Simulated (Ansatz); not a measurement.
Basis-set extrapolation for H$_{7}$OPSi$_{2}$ (`O[SiH2][SiH2]P`) (PBE0-D4/def2-TZVP geometry, frozen core, Ansatz 0.2.0). Multiplicity 1, RHF reference.

```csv
,def2-TZVPP,def2-QZVPP
HF,-997.655190,-997.686859
MP2 correlation,-0.649690,-0.700858
CCSD(T) correlation,-0.737272,not run
```

Energies in hartree. Use E(X) = E(∞) + A·exp(−7.88·√X) for Hartree–Fock and E(X) = E(∞) + B·X^(−2.97) for correlation, with X = 3 and 4, and add CCSD(T) minus MP2 of the smaller set to the MP2 limit.

Q: What is the CCSD(T) energy at the basis-set limit?

A: HF limit: -997.686859 + (-0.031669) × 0.13774 = -997.69122. MP2 limit: -0.700858 + (-0.051168) × 0.74074 = -0.73876. Higher-order term: -0.737272 − (-0.649690) = -0.08758. Total: -998.51756 hartree, 78.5 kcal/mol below CCSD(T)/def2-TZVPP.
